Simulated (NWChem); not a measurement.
The numbers come from NWChem runs, not from measurements. System: CBrF$_{2}$, charge 0, spin multiplicity 2, at a geometry optimised with UB3LYP/def2-SVP. The structure started from a generated list of species. Its SCF solution wasn't tested for a lower state. Level: UMP2/def2-TZVP, 12 core orbitals frozen.

Output (cleaned and shortened):

```
             Northwest Computational Chemistry Package (NWChem) 7.3.0
             --------------------------------------------------------

                                NWChem Input Module
                                -------------------

 Scaling coordinates for geometry "geometry" by  1.889725989
 (inverse scale =  0.529177249)

 Turning off AUTOSYM since
 SYMMETRY directive was detected!

                             Geometry "geometry" -> ""
                             -------------------------

 Output coordinates in angstroms (scale by  1.889725989 to convert to a.u.)

  No.       Tag          Charge          X              Y              Z
 ---- ---------------- ---------- -------------- -------------- --------------
    1 F                    9.0000     1.55355200    -0.07462700    -1.08201900
    2 C                    6.0000     0.92854700     0.33923100     0.00000000
    3 F                    9.0000     1.55355200    -0.07462700     1.08201900
    4 Br                  35.0000    -0.95814900    -0.01977400     0.00000000

 Effective nuclear repulsion energy (a.u.)     242.9637386186

            Nuclear Dipole moment (a.u.)
            ----------------------------
        X                 Y               Z
 ---------------- ---------------- ----------------
     0.0000056692     0.0000188973     0.0000000000

      Symmetry information
      --------------------

 Group name             Cs
 Group number              2
 Group order               2
 No. of unique centers     3

      Symmetry unique atoms

     1    2    4


 Summary of "ao basis" -> "" (spherical)
 ------------------------------------------------------------------------------
       Tag                 Description            Shells   Functions and Types
 ---------------- ------------------------------  ------  ---------------------
 *                         def2-tzvp                  on all atoms

 Summary of "ao basis" -> "ao basis" (spherical)
 ------------------------------------------------------------------------------
       Tag                 Description            Shells   Functions and Types
 ---------------- ------------------------------  ------  ---------------------
 F                         def2-tzvp                11       31   5s3p2d1f
 C                         def2-tzvp                11       31   5s3p2d1f
 Br                        def2-tzvp                16       48   6s5p4d1f

                                 NWChem SCF Module
                                 -----------------

  ao basis        = "ao basis"
  functions       =   141
  atoms           =     4
  alpha electrons =    30
  beta  electrons =    29
  charge          =   0.00
  wavefunction    = UHF
  use symmetry    = T
  symmetry adapt  = T

 Summary of "ao basis" -> "ao basis" (spherical)
 ------------------------------------------------------------------------------
       Tag                 Description            Shells   Functions and Types
 ---------------- ------------------------------  ------  ---------------------
 F                         def2-tzvp                11       31   5s3p2d1f
 C                         def2-tzvp                11       31   5s3p2d1f
 Br                        def2-tzvp                16       48   6s5p4d1f

      Symmetry analysis of basis
      --------------------------

        a'         84
        a"         57

 Forming initial guess at       0.1s

   Symmetry analysis of molecular orbitals - initial alpha
   -------------------------------------------------------

  Numbering of irreducible representations:

     1 a'          2 a"

  Orbital symmetries:

     1 a'          2 a'          3 a'          4 a'          5 a"
     6 a"          7 a'          8 a'          9 a'         10 a'
    11 a'         12 a"         13 a'         14 a'         15 a"
    16 a"         17 a'         18 a'         19 a"         20 a'
    21 a'         22 a"         23 a'         24 a'         25 a"
    26 a"         27 a'         28 a'         29 a"         30 a'
    31 a'         32 a'         33 a"         34 a'         35 a'
    36 a"         37 a'         38 a'         39 a'         40 a"

   Symmetry analysis of molecular orbitals - initial beta
[...]
          -3.113274067443         784.169957666937           0.000000000000
           0.000000000000           0.000000000000         631.105381618381

  Mulliken analysis of the total density
  --------------------------------------

    Atom       Charge   Shell Charges
 -----------   ------   -------------------------------------------------------
    1 F    9     9.21   0.77  1.20  0.60  1.02  0.33  2.24  2.27  0.77  0.00  0.02  0.00
    2 C    6     5.55   0.85  1.12  0.51  0.63  0.04  1.03  1.00  0.08  0.05  0.20  0.03
    3 F    9     9.21   0.77  1.20  0.60  1.02  0.33  2.24  2.27  0.77  0.00  0.02  0.00
    4 Br  35    35.03   2.00  2.00  1.16  0.78  1.01  0.96  6.00  5.94  1.24  2.75  1.14  8.99  1.02  0.00  0.04  0.01

  Mulliken analysis of the alpha density
  --------------------------------------

    Atom       Charge   Shell Charges
 -----------   ------   -------------------------------------------------------
    1 F    9     4.62   0.39  0.60  0.30  0.51  0.16  1.14  1.14  0.37  0.00  0.01  0.00
    2 C    6     3.21   0.43  0.56  0.30  0.36  0.04  0.67  0.65  0.05  0.03  0.10  0.01
    3 F    9     4.62   0.39  0.60  0.30  0.51  0.16  1.14  1.14  0.37  0.00  0.01  0.00
    4 Br  35    17.56   1.00  1.00  0.58  0.39  0.51  0.48  3.00  2.97  0.64  1.40  0.57  4.49  0.51  0.00  0.02  0.00

   Mulliken analysis of the beta density
   -------------------------------------

    Atom       Charge   Shell Charges
 -----------   ------   -------------------------------------------------------
    1 F    9     4.59   0.39  0.60  0.30  0.51  0.17  1.10  1.13  0.40  0.00  0.01  0.00
    2 C    6     2.34   0.43  0.56  0.21  0.27  0.00  0.36  0.35  0.02  0.03  0.10  0.02
    3 F    9     4.59   0.39  0.60  0.30  0.51  0.17  1.10  1.13  0.40  0.00  0.01  0.00
    4 Br  35    17.47   1.00  1.00  0.58  0.39  0.50  0.48  3.00  2.97  0.61  1.35  0.57  4.49  0.51 -0.00  0.02  0.00

   Mulliken analysis of the spin density
   -------------------------------------

    Atom       Charge   Shell Charges
 -----------   ------   -------------------------------------------------------
    1 F    9     0.03   0.00 -0.00  0.00  0.00 -0.00  0.04  0.01 -0.03  0.00  0.00  0.00
    2 C    6     0.86   0.00 -0.01  0.09  0.09  0.04  0.32  0.29  0.03 -0.00  0.00 -0.00
    3 F    9     0.03   0.00 -0.00  0.00  0.00 -0.00  0.04  0.01 -0.03  0.00  0.00  0.00
    4 Br  35     0.08   0.00  0.00  0.00 -0.00  0.00 -0.00  0.00  0.00  0.03  0.05  0.00 -0.00  0.00  0.00 -0.00  0.00

       Multipole analysis of the density wrt the origin
       ------------------------------------------------

     L   x y z        total         alpha         beta         nuclear
     -   - - -        -----         -----         ----         -------
     0   0 0 0     -0.000000    -30.000000    -29.000000     59.000000

     1   1 0 0     -0.161462     -0.823602      0.662135      0.000006
     1   0 1 0      0.141567     -0.493615      0.635163      0.000019
     1   0 0 1     -0.000000      0.000000     -0.000000      0.000000

     2   2 0 0    -24.614390   -158.821564   -154.150408    288.357582
     2   1 1 0      0.701435     -1.692469      0.729030      1.664874
     2   1 0 1     -0.000000     -0.000000     -0.000000      0.000000
     2   0 2 0    -24.683680    -15.182362    -12.373870      2.872553
     2   0 1 1     -0.000000      0.000000     -0.000000      0.000000
     2   0 0 2    -26.082011    -51.115281    -50.222525     75.255795

                   NWChem MP2 Semi-direct Energy/Gradient Module
                   ---------------------------------------------

  Basis functions       =    141
  Molecular orbitals    =    141
  Frozen core           =     12
  Frozen virtuals       =      0
  Active alpha occupied =     18
  Active beta occupied  =     17
  Active alpha virtual  =    111
  Active beta virtual   =    112
  Use MO symmetry       = T
  Use skeleton AO sym   = T

  AO/Fock/Back tols     =   1.0D-09  1.0D-09  1.0D-09

 GA uses MA = F    GA memory limited = T

 Available:
  local mem=  1.26D+08
 global mem=  1.44D+08
 local disk=  0.00D+00
  mp2_memr nvloc                   111
  nvloc new                   111
   1 passes of  18:        5242880                     140417                  64250164.
   1 passes of  18: M    126148858           G      144139438           F     120905978.

 Semi-direct pass number   1 of   1  for UHF alpha       at       12.6s
  vrange nnbf                  9453
  mp2_eaftype                   245  avail_ma_in_mb                  1099
 EAF : mp2_eaftype filesize         245   32125082.
  mp2_eaf for mointskh                    245
Node 0 wrote    151.1 Mb in      0.1 s     Agg I/O rate:  1519.1 Mb/s
 Done moints_semi at       28.5s
  mp2_eaftype                   245  avail_ma_in_mb                   854
 EAF : mp2_eaftype filesize         245   32125082.
  mp2_eaf for kh                   245
 Done maket at       29.2s
 Done multipass loop at       29.2s

 GA uses MA = F    GA memory limited = T

 Available:
  local mem=  1.26D+08
 global mem=  1.44D+08
 local disk=  0.00D+00
  mp2_memr nvloc                   112
  nvloc new                   112
   1 passes of  17:        5242880                     135719                  61228985.
   1 passes of  17: M    126148858           G      144139438           F     120905978.

 Semi-direct pass number   1 of   1  for UHF beta        at       29.2s
  vrange nnbf                  9453
  mp2_eaftype                   233  avail_ma_in_mb                  1099
 EAF : mp2_eaftype filesize         233   30614492.
  mp2_eaf for mointskh                    233
Node 0 wrote    144.0 Mb in      0.1 s     Agg I/O rate:  1882.6 Mb/s
 Done moints_semi at       40.3s
  mp2_eaftype                   233  avail_ma_in_mb                   866
 EAF : mp2_eaftype filesize         233   30614492.
  mp2_eaf for kh                   233
 Done maket at       40.9s
 Done multipass loop at       40.9s

          -------------------------------------------
          SCF energy               -2809.203482083865
          Correlation energy          -0.901579348861
          Singlet pairs                0.000000000000
          Triplet pairs                0.000000000000
          Total MP2 energy         -2810.105061432727
          -------------------------------------------

          ---------------------------------------------------
                    Spin Component Scaled (SCS) MP2
          Same spin pairs                     -0.252945565758
          Same spin scaling factor             0.333333333333
          Opposite spin pairs                 -0.648633783104
          Opposite spin scaling fact.          1.200000000000
          SCS-MP2 correlation energy          -0.862675728310
          Total SCS-MP2 energy             -2810.066157812176
          ---------------------------------------------------

 -----------------------
 Performance information
 -----------------------

 Timer overhead =  1.55D-07 seconds/call

               Nr. of calls         CPU time (s)                 Wall time (s)                GFlops
             ---------------    -------------------     ------------------------------   -------------------
Name         Min   Avg   Max    Min     Avg     Max     Min     Avg     Max   Mx/calls   Min     Max     Sum
mp2: moin     2     2     2    27.     27.     27.      27.     27.     27.     13.      0.0     0.0     0.0
mp2: make     2     2     2    1.3     1.3     1.3      1.3     1.3     1.3    0.64      0.0     0.0     0.0
mp2: tota     1     1     1    28.     28.     28.      28.     28.     28.     28.      0.0     0.0     0.0

 The average no. of pstat calls per process was 5.00D+00
 with a timing overhead of 7.77D-07s

 Task  times  cpu:       40.9s     wall:       40.9s

 Total times  cpu:       40.9s     wall:       40.9s
```

**Question.** Write an NWChem input that would produce this output.

**Answer.** This is not unique; one that fits is 
```
start mol
memory heap 200 mb stack 900 mb global 1100 mb
geometry units angstroms nocenter noautoz
  F      1.553552    -0.074627    -1.082019
  C      0.928547     0.339231     0.000000
  F      1.553552    -0.074627     1.082019
  Br    -0.958149    -0.019774     0.000000
  symmetry group Cs
end
basis spherical
  * library def2-tzvp
end
scf
  uhf
  nopen 1
  maxiter 100
  thresh 1e-7
  semidirect memsize 60000000 filesize 0
  # guess.movecs holds the orbitals of an unrestricted PBE0 run
  vectors input guess.movecs output mol.movecs
end
mp2
  freeze core 12
end
task mp2 energy
```
